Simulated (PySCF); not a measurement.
Si(F)2(Me)(OH) (CH4F2OSi), SMILES C[Si](O)(F)F.

The structure is a stationary point at PBE-D3(BJ)/def2-SVP. One conformer was computed; it need not be the lowest.

Computed with PBE-D3(BJ)/def2-SVP (PySCF).

Frequencies are harmonic and unscaled.

Computed vibrational spectrum:
| mode | ν (cm⁻¹) | IR (km/mol) | moving atoms (share of kinetic energy) |
|---|---|---|---|
| 1 | 97 | 1.3 | H 97 % |
| 2 | 171 | 24.1 | F 42 %, H 41 %, C 12 % |
| 3 | 209 | 2.1 | O 27 %, F 24 %, H 24 %, C 21 % |
| 4 | 244 | 38.1 | H 64 %, F 16 %, Si 10 %, C 10 % |
| 5 | 314 | 17.9 | F 63 %, Si 18 %, O 11 % |
| 6 | 331 | 72.4 | O 44 %, F 28 %, H 17 %, Si 11 % |
| 7 | 342 | 62.2 | F 37 %, Si 21 %, C 15 %, O 14 %, H 13 % |
| 8 | 667 | 5.4 | C 38 %, F 29 %, H 17 %, O 11 % |
| 9 | 744 | 31.0 | H 64 %, O 23 %, C 11 % |
| 10 | 756 | 2.0 | H 67 %, C 20 %, F 13 % |
| 11 | 781 | 89.6 | H 61 %, F 14 %, C 13 % |
| 12 | 893 | 193.1 | Si 41 %, H 29 %, F 20 % |
| 13 | 929 | 187.0 | Si 50 %, F 42 % |
| 14 | 958 | 183.1 | Si 49 %, O 32 %, F 10 % |
| 15 | 1237 | 47.5 | H 75 %, C 24 % |
| 16 | 1377 | 4.6 | H 96 % |
| 17 | 1380 | 3.3 | H 96 % |
| 18 | 2993 | 0.1 | H 97 % |
| 19 | 3096 | 0.2 | H 91 %, C 9 % |
| 20 | 3098 | 0.3 | H 91 %, C 9 % |
| 21 | 3771 | 88.7 | H 94 % |
